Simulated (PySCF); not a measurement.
## TlI, PBE0: how much the basis matters

PySCF, UKS reference; singlet, unpaired electrons none; De to Tl + I without counterpoise correction.

```json
{"basis": "cc-pVDZ-PP", "relativity": "scalar-relativistic core potentials", "functions": "46", "Re (Å)": "2.868", "ωe (cm⁻¹)": "149", "De (eV)": "3.56", "μ (D)": "-4.61"}
{"basis": "def2-SVP", "relativity": "scalar-relativistic core potentials", "functions": "52", "Re (Å)": "2.867", "ωe (cm⁻¹)": "149", "De (eV)": "3.57", "μ (D)": "-4.63"}
{"basis": "cc-pVTZ-PP", "relativity": "scalar-relativistic core potentials", "functions": "78", "Re (Å)": "2.849", "ωe (cm⁻¹)": "148", "De (eV)": "3.57", "μ (D)": "-4.50"}
```

(1) How does each smaller set differ from the one with most functions, cc-pVTZ-PP?

A positive dipole means Tl(−)I(+). Spin–orbit coupling is left out, which matters for elements this heavy, above all for dissociation energies.

## Answers

(1) cc-pVDZ-PP: +1.9 pm, +0.7 % in ωe, -0.01 eV in De; def2-SVP: +1.8 pm, +0.7 % in ωe, +0.00 eV in De. All at PBE0; the set with most functions is neither the basis-set limit nor always the best.
